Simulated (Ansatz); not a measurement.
The cluster Li5H5. Charge 0, multiplicity 1. Geometry r2SCAN-D4/def2-TZVP.

```xyz
10

Li   -2.021   -0.877   -2.661
Li    0.499   -0.030    2.270
Li    0.562    0.459   -0.710
Li    2.586    1.466    1.297
Li   -1.607   -0.993   -0.286
H    -0.679   -0.161   -1.832
H    -2.868   -1.618   -1.368
H     1.906    0.812    2.731
H     2.005    1.325   -0.282
H    -0.383   -0.384    0.841
```

Another isomer (singlet) lies 0.46 eV lower at PBE0-D4/def2-TZVP; other spin states weren't run for this one.

**Question.** Estimate the orbital energies around the gap (eV) in Ansatz with LDA (SPW92)/def2-TZVP, PBE-D4/def2-TZVP, r2SCAN-D4/def2-TZVP, PBE0-D4/def2-TZVP, BHLYP-D4/def2-TZVP.

**Answer.** 
```
orbital  LDA (SPW92)/def2-TZVP  PBE-D4/def2-TZVP  r2SCAN-D4/def2-TZVP  PBE0-D4/def2-TZVP  BHLYP-D4/def2-TZVP
 HOMO−9                 -49.30            -50.03               -51.60             -54.11              -58.47
 HOMO−8                 -49.07            -49.81               -51.37             -53.90              -58.28
 HOMO−7                 -48.79            -49.52               -51.08             -53.60              -57.97
 HOMO−6                 -48.45            -49.22               -50.78             -53.30              -57.71
 HOMO−5                 -48.25            -49.01               -50.55             -53.08              -57.47
 HOMO−4                  -6.92             -6.82                -7.09              -8.15               -9.38
 HOMO−3                  -6.15             -6.05                -6.30              -7.31               -8.49
 HOMO−2                  -5.72             -5.64                -5.88              -6.86               -8.03
 HOMO−1                  -5.24             -5.17                -5.40              -6.35               -7.49
   HOMO                  -4.98             -4.90                -5.11              -6.05               -7.16
   LUMO                  -1.29             -1.06                -0.60              -0.45                0.01
 LUMO+1                  -0.82             -0.82                 0.06              -0.31                0.12
 LUMO+2                  -0.70             -0.62                 0.15              -0.09                0.31
 LUMO+3                  -0.44             -0.40                 0.38               0.11                0.46
 LUMO+4                  -0.41             -0.21                 0.50               0.41                0.96
 LUMO+5                   0.37              0.48                 1.32               1.01                1.41
```
